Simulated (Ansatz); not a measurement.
The same molecule with X = C, Si, Ge, Sn. Ansatz, PBE0-D4/def2-TZVP geometries, multiplicity 1.

Elements past krypton have def2 core potentials. Outer-core shells of Ge, I, Sn are correlated without core-valence functions. Scalar relativity is left out up to krypton. Spin–orbit coupling is left out.

```tsv
X	molecule	vertical ionisation energy (CCSD(T)/def2-TZVPP) / eV	mean X–H bond length / Å	mean X–I bond length / Å	HOMO–LUMO gap (B3LYP/def2-TZVPP) / eV	HOMO energy (B3LYP/def2-TZVPP) / eV	LUMO energy (PBE/def2-TZVPP) / eV
C	`CI`	9.67	1.086	2.129	6.03	-7.06	-1.68
Si	`[SiH3]I`	9.98	1.481	2.439	6.47	-7.48	-1.64
Sn	`[SnH3][I]`	9.66	1.701	2.684	5.66	-7.29	-2.16
```

Problem. Give the row for X = Ge, `[GeH3][I]`. (Estimate.)

Solution. The calculation gave: 
```tsv
X	molecule	vertical ionisation energy (CCSD(T)/def2-TZVPP) / eV	mean X–H bond length / Å	mean X–I bond length / Å	HOMO–LUMO gap (B3LYP/def2-TZVPP) / eV	HOMO energy (B3LYP/def2-TZVPP) / eV	LUMO energy (PBE/def2-TZVPP) / eV
Ge	`[GeH3][I]`	9.79	1.532	2.514	6.01	-7.34	-1.91
```

From C to Sn the vertical ionisation energy (CCSD(T)/def2-TZVPP) isn't monotonic: highest at Si, lowest at Sn; the mean X–H bond length rises at each step, by 0.615 Å in all; the mean X–I bond length rises at each step, by 0.555 Å in all; the HOMO–LUMO gap (B3LYP/def2-TZVPP) isn't monotonic: highest at Si, lowest at Sn; the HOMO energy (B3LYP/def2-TZVPP) isn't monotonic: highest at C, lowest at Si; the LUMO energy (PBE/def2-TZVPP) isn't monotonic: highest at Si, lowest at Sn. Bonds lengthen as the atom grows down the group.

B3LYP here is the variant with VWN-RPA as its local correlation; programs differ in this.
